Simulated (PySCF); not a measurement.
InCl2, SMILES [In]([Cl])[Cl], multiplicity 2.

The structure is a stationary point at r2SCAN-D4/def2-TZVP. The multiplicity is an assumed one; other spin states were not compared. The isomer is the one that the SMILES or the coordinates give; other isomers of the formula were not compared. The def2 effective core potentials stand for the cores of In; spin–orbit coupling is left out.

All values below come from PySCF with ωB97X/def2-TZVPD.

Isolated molecule, no solvent.

Computed frontier levels, dipole moment and polarisability:
* **α spin, highest occupied and lowest empty level**: -9.17 and -0.35 eV
* **β spin, highest occupied and lowest empty level**: -11.41 and -3.10 eV
* **dipole moment**: 2.75 D
* **quadrupole, principal values (traceless, Buckingham form, about the centre of nuclear charge)**: -10.28, 3.58, 6.70 D·Å
* **mean static polarisability**: 71.1 bohr³ (10.54 Å³)
* **polarisability, principal values**: 55.0, 65.7, 92.7 bohr³
* **⟨S²⟩**: 0.756 (pure state 0.75)
